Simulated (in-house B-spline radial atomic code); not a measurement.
RPA and G0W0 for the indium ion In⁸⁺, [Kr] 4d5, highest spin, as one setting changes: the highest l of the empty states. Start: PBE0. A dash marks a level of low quasi-particle weight. Computed with an all-electron radial atomic-structure program (B-spline basis): all electrons, scalar-relativistic (spin-free one-electron X2C), finite nucleus, each spin shell either full or empty, empty states to the listed l with an (l + 1/2)⁻⁴ tail; G0W0 by contour deformation at full frequency.

```tsv
highest l of the empty states	RPA summed (Eh)	RPA extrapolated (Eh)	G0W0 level (eV)
4	-2.6939	-3.1634	4d up -158.14
5	-2.9027	-3.1936	4d up -158.34
6	-3.0046	-3.1796	4d up -158.34
7	-3.0585	-3.1686	4d up -158.36
8	?	?	?
9	-3.1056	-3.153	4d up -158.33
10	?	?	?
11	-3.1239	-3.1483	4d up -158.32
```

**Question.** What belongs in the row for 8?

**Answer.** RPA summed (Eh): -3.088; RPA extrapolated (Eh): -3.1582; G0W0 level (eV): 4d up -158.34.

**Question.** What belongs in the row for 10?

**Answer.** RPA summed (Eh): -3.1166; RPA extrapolated (Eh): -3.1501; G0W0 level (eV): 4d up -158.33.
